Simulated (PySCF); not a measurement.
Compound: C₇H₁₂O.
Cartesian coordinates in Å at the GFN2-xTB level; atoms count from 1:
```
atom  x, y, z in Å
C1     2.5570   -0.1074    0.2140
C2     1.3277   -0.0367   -0.2671
C3     0.5075   -1.2466   -0.6087
C4    -0.7999   -1.2334    0.1862
C5    -1.5741    0.0634   -0.0689
O6    -2.8112    0.0775    0.6099
C7    -0.7053    1.2672    0.3085
C8     0.6026    1.2593   -0.4856
H9     3.0531   -1.0507    0.3703
H10    3.1230    0.7755    0.4602
H11    1.0649   -2.1599   -0.3963
H12    0.2719   -1.2318   -1.6769
H13   -1.4214   -2.0870   -0.0913
H14   -0.5763   -1.3104    1.2547
H15   -1.8439    0.1258   -1.1293
H16   -2.6396    0.0246    1.5573
H17   -1.2590    2.1885    0.1176
H18   -0.4806    1.2234    1.3787
H19    1.2273    2.1022   -0.1870
H20    0.3713    1.3672   -1.5493
```

The closed-shell SCF was solved with PySCF and density fitting under several settings on one GFN2-xTB geometry (grid level 2 and gas phase unless stated).

```tsv
settings	basis functions	SCF cycles	E (Eh)	HOMO (eV)	LUMO (eV)	dipole (D)
PBE0/pcSseg-1	196	14	-348.7239	-7.23	0.37	1.19
PBE0/def2-SVPD	259	14	-348.5395	-7.25	0.20	1.24
CAM-B3LYP/pcSseg-0, start guess sap	96	14	-348.1981	-8.60	1.77	1.61
```

Problem. Estimate the rows for these settings: (1) OPBE/6-31G-J, IEF-PCM dimethylsulfoxide, start guess atom; (2) CAM-B3LYP/MINI, damping 0.3 at the start, DIIS from the seventh cycle; (3) CAM-B3LYP/cc-pVDZ, IEF-PCM chloroform.

Solution. 
```json
{"settings": "OPBE/6-31G-J, IEF-PCM dimethylsulfoxide, start guess atom", "basis functions": "144", "SCF cycles": "11", "E (Eh)": "-349.0057", "HOMO (eV)": "-5.70", "LUMO (eV)": "-0.07", "dipole (D)": "1.64"}
{"settings": "CAM-B3LYP/MINI, damping 0.3 at the start, DIIS from the seventh cycle", "basis functions": "52", "SCF cycles": "11", "E (Eh)": "-346.2014", "HOMO (eV)": "-9.42", "LUMO (eV)": "0.26", "dipole (D)": "1.19"}
{"settings": "CAM-B3LYP/cc-pVDZ, IEF-PCM chloroform", "basis functions": "172", "SCF cycles": "12", "E (Eh)": "-349.0032", "HOMO (eV)": "-8.31", "LUMO (eV)": "1.89", "dipole (D)": "1.09"}
```

Problem. Over all rows, what range does the HOMO–LUMO gap span?

Solution. From 5.63 eV (OPBE/6-31G-J, IEF-PCM dimethylsulfoxide, start guess atom) to 10.37 eV (CAM-B3LYP/pcSseg-0, start guess sap). The functional of the narrowest has no exact exchange, that of the widest range-separated exact exchange.

Problem. And the dipole moment?

Solution. From 1.09 D (CAM-B3LYP/cc-pVDZ, IEF-PCM chloroform) to 1.64 D (OPBE/6-31G-J, IEF-PCM dimethylsulfoxide, start guess atom); the largest is 1.50 times the smallest, and the median is 1.21 D.

Problem. Compare two rows with the functional PBE0: PBE0/pcSseg-1 and PBE0/def2-SVPD. Which energy is lower, and by how much?

Solution. PBE0/pcSseg-1 (196 functions) lies 0.1844 Eh or 116 kcal/mol below PBE0/def2-SVPD (259 functions). The smaller set gives the lower energy; the two sets aren't nested, so the variational bound doesn't order them by size.

Cycle counts include a coarse-grid stage where the run had one. Geometry: GFN2-xTB, one conformer.
